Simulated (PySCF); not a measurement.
## Correlation energy of Xe (xenon, neutral)

[Kr] 4d10 5s1 5p6 6s1, high-spin 3S determinant (an excited configuration). Computed with PySCF 2.14 in aug-cc-pVQZ-DK3, with the spin-free X2C one-electron Hamiltonian (Gaussian nucleus). Frozen: [Kr] 4d10; 8 electrons correlated.

MP2 pair energies summed by pair of shells (mhartree):

| pair | energy | share (%) |
| --- | --- | --- |
| 5p-5p | -184.24 | 87.5 |
| 5s-5p | -21.97 | 10.4 |
| 5p-6s | -4.08 | 1.9 |
| 5s-6s | -0.26 | 0.1 |

Total MP2 correlation energy: -210.54 mhartree.

Same-spin part -42.03 and opposite-spin part -168.51 mhartree; SCS-MP2 scales them by 1/3 and 6/5 to -216.23 mhartree.
